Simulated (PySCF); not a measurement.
Sn(H)(SH)3 (H4S3Sn), SMILES [SH][SnH]([SH])[SH]. Coordinates come from a PBE-D3(BJ)/def2-SVP optimisation. The structure was generated by enumeration; whether it is a known compound was not checked. The def2 effective core potentials stand for the cores of Sn; spin–orbit coupling is left out. The values are those of a single conformer.

Give the equilibrium geometry at PBE-D3(BJ)/def2-SVP (PySCF confirms it by a frequency run) as Cartesian coordinates in Å, and its point group. (Estimate from the structure and the level; the computed values follow.)

One answer among several that fit: point group C3.
```xyz
8

Sn     0.0000     0.0000     0.4471
S     -2.1974     0.6221    -0.4281
S      0.5600    -2.2140    -0.4281
S      1.6374     1.5919    -0.4281
H      0.0000     0.0000     2.1735
H     -2.1324    -0.4013    -1.3272
H      1.4137    -1.6461    -1.3272
H      0.7187     2.0474    -1.3272
```
Charge 0, spin multiplicity 1.
